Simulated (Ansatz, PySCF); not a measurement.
Diatomic MgAl+, closed-shell singlet (lowest of 2S+1 = 1, 3 at CCSD(T)/def2-TZVPP on PBE0 minima; our sources give no spin for the ground state, which may be another).

Constants: fifth-degree fit in 1/R to seven points, most abundant isotopes. In def2 and cc sets the state is the lowest found near the PBE0 minimum, followed along R. The singlet is held restricted. HF and MP2 rows in def2 and cc sets belong to the determinant that coupled cluster picked by its CCSD energy.

Correlated levels freeze the inner cores; with def2 sets outer-core shells near the valence are correlated too. Rows in 6-31G* carry no dispersion term and start afresh at each structure (6-31G* with six Cartesian d functions).

The values were computed with Ansatz (Gaussian basis) for Hartree–Fock, density functionals and correlated methods; PySCF for 6-31G* rows. Each number belongs to the level named beside it.

```csv
level,r_e (Å),ω_e (cm⁻¹),ω_e x_e (cm⁻¹)
HF/def2-QZVPP,3.297,155,1.2
SVWN5/def2-TZVPP,3.087,191,1.2
BP86/6-31G*,3.141,184,1.2
B97M-V/def2-TZVPP,3.129,183,1.2
PBE0/def2-TZVPP,3.131,188,1.1
wB97X-V/def2-TZVPP,3.147,?,1.2
B2PLYP/def2-TZVPP,3.158,177,1.2
CCSD(T)/def2-QZVPP,?,?,1.3
```

Q: Complete the blanks.

A: 
- CCSD(T)/def2-QZVPP, r_e (Å): 3.105
- CCSD(T)/def2-QZVPP, ω_e (cm⁻¹): 196
- wB97X-V/def2-TZVPP, ω_e (cm⁻¹): 186

Doubts at one or more of the structures used: a restricted determinant that unrestricted orbitals would lower (HF/def2-QZVPP, CCSD(T)/def2-QZVPP).

Ansatz is an electronic-structure program.
